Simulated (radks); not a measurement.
The numbers below are computed, except where a source is named.
Isoelectronic series with 10 electrons, all held in the configuration [Ne], which need not be the ground one along the series. Level of theory: Dirac Kohn-Sham, PBE, spin-unpolarised, spherical densities, finite nucleus; Fermi nuclear charge, rms radius of each element as measured or else 0.836 A^(1/3) + 0.57 fm (a radial shooting solver on a logarithmic mesh with Libxc functionals). Total energies (hartree) and orbital eigenvalues (eV):

ion,E (hartree),2p3/2,2p1/2,2s1/2
Ne,-129.01345,-13.2983,-13.4016,-36.4036
Al3+,-240.72130,-103.9795,-104.4267,-142.6348
S6+,-388.89446,-257.7103,-259.0063,-312.8333
K9+,-573.66437,-473.2470,-476.2456,-545.9055
Ti12+,-795.26103,-750.3362,-756.3368,-842.0248
Ni18+,-1350.16822,-1489.078,-1507.271,-1625.682
Ga21+,-1684.24055,-1950.858,-1979.659,-2114.826
Se24+,-2056.66697,-2474.396,-2517.953,-2670.191
Rb27+,-2467.98313,-3059.845,-3123.320,-3292.983
Zr30+,-2918.79204,-3707.382,-3797.095,-3984.579
Tc33+,-3409.76842,-4417.211,-4540.789,-4746.534
Pd36+,-3941.66942,-5189.558,-5356.106,-5580.602
In39+,-4515.33833,-6024.675,-6244.959,-6488.752
Te42+,-5131.70707,-6922.836,-7209.491,-7473.174
Cs45+,-5791.8236,-7884.339,-8252.101,-8536.337
Ce48+,-6496.8377,-8909.507,-9375.466,-9680.973
Pm51+,-7248.0303,-9998.687,-10582.58,-10910.14
Gd54+,-8046.7957,-11152.25,-11876.80,-12227.21

Estimate the row of Mn15+.

Answer. E (hartree) -1053.97828; 2p3/2 -1088.933; 2p1/2 -1099.781; 2s1/2 -1201.710.
